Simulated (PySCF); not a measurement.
Ge(Me)(NH2)3 (CH₉GeN₃), SMILES [NH2][Ge]([NH2])([CH3])[NH2].

The structure is a stationary point at PBE0-D3(BJ)/def2-SVP. One conformer was computed; it need not be the lowest.

Computed with B3LYP/def2-TZVP in PySCF.

Isolated molecule, no solvent.

```yaml
total_energy: -2284.98116 hartree
point_group: Cs
highest_occupied_level: -6.51 eV
lowest_empty_level: 0.16 eV
orbital_gap: 6.67 eV
dipole_moment: 2.24 D
quadrupole, principal values (traceless, Buckingham form, about the centre of nuclear charge): -6.64, 0.38, 6.26 D·Å
mean_static_polarisability: 64.3 bohr³ (9.53 Å³)
polarisability_principal_values: 61.5, 65.1, 66.5 bohr³
```
